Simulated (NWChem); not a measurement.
Species: GeH4O2; SMILES [GeH2]([OH])[OH]

All runs: NWChem. Structure relaxed at the B3LYP/6-31G* (spherical d) level. One conformer.

Diagonal of the polarisability tensor at PBE0/def2-SVPD, 400 nm: 44.33, 41.78, 42.22 bohr³.

Task: Find the mean polarisability volume, the molar refraction, and the refractive index that an ideal gas of it would have at 273.15 K and 1 atm.

Result: 
1. Mean: one third of the trace = 42.77 bohr³ × 0.14818 Å³/bohr³ = 6.34 Å³.
2. Molar refraction (Lorentz-Lorenz): (4π/3) N_A α = 16.0 cm³/mol.
3. Number density p/kT = 2.687 × 10⁻⁵ Å⁻³; n − 1 = 2π N α = 10.70 × 10⁻⁴.
